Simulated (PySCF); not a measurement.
Computed with B3LYP-D3(BJ)/def2-TZVP run with PySCF. All species are isolated molecules in the gas phase. B3LYP has the VWN-RPA correlation part, as in Gaussian. 

Reference species (SMILES): `[F][In]([F])[F]` (neutral, multiplicity 1).

The dipole moment is 0.00 D.

Changed species: `[F][InH2]` (whole molecule; the reference has whole molecule).

Predict the effect on the dipole moment.

the dipole moment rises by 3.16 D, to 3.16 D.
